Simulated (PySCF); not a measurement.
# Static response to an electric field

H8P4Si.
Structure used (GFN2-xTB), in Å, numbered top down from 1:
```xyz
13
H8P4Si angstrom
P     -0.8237   -0.7445    2.0210
Si     0.1656   -0.0403    0.0836
P      2.0216   -1.3343   -0.1966
P      0.7169    2.1486    0.4516
P     -1.0399   -0.2714   -1.8598
H     -1.2079   -1.9661    1.4931
H     -2.0481   -0.1673    1.7233
H      2.6730   -0.7829    0.8912
H      2.6133   -0.4453   -1.0761
H     -0.5652    2.6180    0.2121
H      1.0947    2.3592   -0.8646
H     -2.2126    0.2132   -1.2985
H     -1.3920   -1.5864   -1.5978
```

Level: CAM-B3LYP/def2-SVPD (PySCF), static field, nuclei fixed, core orbitals frozen in the response. The polarisability tensor in these axes (au):

```
x   136.27  -0.18   0.88
y    -0.18 138.90   0.56
z     0.88   0.56 142.60
```

What are the eigenvalues, a third of the trace, and Δα (Δα² = ½Σ(αi − αj)² over the three pairs)?

Principal values 136.12, 138.85 and 142.79 au; mean 139.25 au = 20.64 Å³ = 22.96 × 10⁻⁴⁰ C²·m²/J; Δα = 5.81 au (4 % of the mean).

What is the dipole moment, and where does it point?

(-0.83, 0.16, -0.39) D, 0.93 D in size, pointing from the negative to the positive side. Measured along this direction, the outermost atoms are H8 at the negative end and H12 at the positive end.

In a dilute gas of rigid molecules at 400 K, how does the orientational term μ²/3kT compare with the electronic polarisability?

In Gaussian units μ²/3kT = 5.22 Å³ against 20.64 Å³, a ratio of 0.25; the Debye molar polarisation (4π/3)N_A(α + μ²/3kT) is 65.2 cm³/mol, leaving out the vibrational part.

What molar refraction does this α imply?

Lorentz–Lorenz: R = (4π/3)N_A α = 2.5225 cm³/(mol·Å³) × 20.64 Å³ = 52.1 cm³/mol, in the limit of long wavelengths.

What depolarisation ratio follows for Rayleigh scattering of linearly polarised light, taking the static tensor?

ρ = 3Δα²/(45ᾱ² + 4Δα²) = 101.2/(872631 + 135.0) = 0.000116.

Geometry: GFN2-xTB; no solvent, vibrations or thermal averaging.

These values come from a run that also computed excited states. The run took 26 s of wall time on x86-64 server, one thread, on a shared host.
